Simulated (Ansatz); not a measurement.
```yaml
crystal:
  periodic: [false, false, false]
  atoms:
    - {symbol: C, position_ang: [0.463179, -0.479593, 0.963271]}
    - {symbol: C, position_ang: [0.276843, 0.107306, -0.264965]}
    - {symbol: Br, position_ang: [1.567668, -0.326675, -1.426488]}
    - {symbol: C, position_ang: [-0.913368, 0.436316, -0.780908]}
    - {symbol: O, position_ang: [-0.076816, 1.330663, -0.294014]}
    - {symbol: h, position_ang: [1.326310, -0.167065, 1.369137]}
    - {symbol: H, position_ang: [0.493261, -1.478315, 0.876632]}
    - {symbol: H, position_ang: [-0.294067, -0.220250, 1.570668]}
    - {symbol: H, position_ang: [-1.741120, 0.293243, -0.238040]}
    - {symbol: H, position_ang: [-1.025438, 0.457265, -1.772625]}
basis:
  gaussian: {orbitals: ANO-RCC-VTZP, fitting: {mean_field: cc-pVTZ-jkfit}}
hamiltonian: {xc: {name: B97}}
scf: {lower_state_search: full}
output: {forces: true}
```

```sh
$ ansatz run in.yaml --threads 4 --pin off --events-out ev --progress --plain --max-ram 10444MiB
```

It prints (some lines left out):

```
Error: YAML parse error: error: line 9 column 16: `h` is not an element symbol (H … Og, case-exact)
 7 |     - {symbol: C, position_ang: [-0.913368, 0.436316, -0.780908]}
 8 |     - {symbol: O, position_ang: [-0.076816, 1.330663, -0.294014]}
 9 |     - {symbol: h, position_ang: [1.326310, -0.167065, 1.369137]}
10 |     - {symbol: H, position_ang: [0.493261, -1.478315, 0.876632]}
11 |     - {symbol: H, position_ang: [-0.294067, -0.220250, 1.570668]}
```

Q: Something in this input is off. What?

A: An element symbol is wrong. The input was rejected before any iteration.
